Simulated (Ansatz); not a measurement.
Start from `N[SiH]([SiH3])[SiH3]` and change one atom or group to get `CC[SiH](N)[SiH3]`.

Ansatz, PBE0-D4/def2-TZVP geometries, multiplicity 1. Each molecule was computed in one conformer, which needn't be the lowest.

```json
{"property": "size of the dipole moment (B3LYP/def2-TZVPP) / D", "`N[SiH]([SiH3])[SiH3]`": "1.56"}
{"property": "LUMO energy (PBE0/def2-TZVPP) / eV", "`N[SiH]([SiH3])[SiH3]`": "-0.53"}
{"property": "size of the dipole moment (PBE/def2-TZVPP) / D", "`N[SiH]([SiH3])[SiH3]`": "1.57"}
{"property": "HOMO energy (B3LYP/def2-TZVPP) / eV", "`N[SiH]([SiH3])[SiH3]`": "-7.17"}
{"property": "HOMO–LUMO gap (PBE0/def2-TZVPP) / eV", "`N[SiH]([SiH3])[SiH3]`": "6.85"}
{"property": "zero-point energy (PBE0-D4/def2-TZVP) / kJ/mol", "`N[SiH]([SiH3])[SiH3]`": "221.5"}
```

(1) Give the same properties after the change, and the shifts. (Best estimate.)

## Answers

(1) Ansatz gave: 
```csv
property,`CC[SiH](N)[SiH3]`,shift
size of the dipole moment (B3LYP/def2-TZVPP) / D,1.36,-0.20
LUMO energy (PBE0/def2-TZVPP) / eV,0.15,0.68
size of the dipole moment (PBE/def2-TZVPP) / D,1.40,-0.17
HOMO energy (B3LYP/def2-TZVPP) / eV,-7.04,0.13
HOMO–LUMO gap (PBE0/def2-TZVPP) / eV,7.39,0.54
zero-point energy (PBE0-D4/def2-TZVP) / kJ/mol,328.5,107.0
```

With PBE0 the HOMO rises by 0.14 eV and the LUMO rises by 0.68 eV, so the gap widens by about 0.54 eV. PBE moves the HOMO by 0.16 eV and ωB97M-V by 0.13 eV. The zero-point energy changes by 107.0 kJ/mol with +9 modes. Dipoles are sizes alone; their direction can turn.

B3LYP here is the variant with VWN-RPA as its local correlation; programs differ in this.
